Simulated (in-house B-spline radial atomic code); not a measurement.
Settings and results of a run for Mg2+ (an excited or competing configuration). Level of theory: Dirac-Hartree-Fock, average of configuration, Fermi nucleus of rms radius 3.057 fm; calculated with an all-electron radial atomic-structure program (B-spline basis).

Command:
```bash
python run_scf.py task.json out
```
Settings (nuclear radius in fm, mass in u):
```
Z                12
configuration    [He] 2s2 2p5 3s1
hamiltonian      dirac
method           hf
spin_polarised   False
nucleus          fermi
rms_radius       3.057
atomic_mass      23.98504
speed_of_light   137.035999084
```

Output (hartree, bohr):
```
 radial grid: 70 intervals, B-splines of order 8, outer radius 25.5556 bohr

 iter        energy (Eh)    residual
    1       -194.5886711    3.36e-01
    2       -197.0131472    1.31e-01
    3       -197.2136552    4.79e-02
    4       -197.2416452    1.81e-02
    5       -197.2459275    4.00e-03
    6       -197.2462317    1.42e-04
    7       -197.2462321    1.60e-05
    8       -197.2462321    3.72e-07
    9       -197.2462321    5.21e-09

 total energy                     -197.246232
 kinetic                            197.89151
 electron-nucleus                  -461.62998
 electron-electron                   66.49224

 first-order corrections (not in the total)
   Gaunt                            0.03308
   retardation                     -0.00194
   frequency dependence            -0.00001
   self-energy                      0.02196
   Uehling                         -0.00127
   Wichmann-Kroll                   0.00000
   recoil                           0.00393

 orbital      occ     eigenvalue          <r>       <r^2>       <1/r>     <1/r^3>       <r^4>       r_max    small
 1s1/2      2.000      -50.71639     0.130175    0.022813     11.6464           -  0.00135273     0.08512  1.80e-03
 2s1/2      2.000       -5.03821      0.66802    0.531878     2.17924           -    0.517942      0.5365  2.48e-04
 2p1/2      1.667       -3.65982     0.641377    0.516478      2.0551           -    0.581313      0.4671  2.27e-04
 2p3/2      3.333       -3.64759     0.643127    0.519138      2.0478      27.643    0.586904      0.4684  2.26e-04
 3s1/2      1.000       -0.98645      2.33659     6.20758    0.566618           -     59.6435       2.033  3.36e-05

 Slater integrals (Eh)
   F0(2p1/2,2p1/2)               1.433062
   F0(2p1/2,2p3/2)               1.431064
   G2(2p1/2,2p3/2)               0.657018
   F0(2p1/2,3s1/2)               0.504448
   G1(2p1/2,3s1/2)               0.033738
   F0(2p3/2,2p3/2)               1.429075
   F2(2p3/2,2p3/2)               0.656765
   F0(2p3/2,3s1/2)               0.504330
   G1(2p3/2,3s1/2)               0.033774
   F0(3s1/2,3s1/2)               0.385431
```

Cost of the run: 0.68 s on 1 thread of Arm Neoverse V1, on a shared host.

For the Dirac Hamiltonian the kinetic term is c α·p + (β - 1)c².
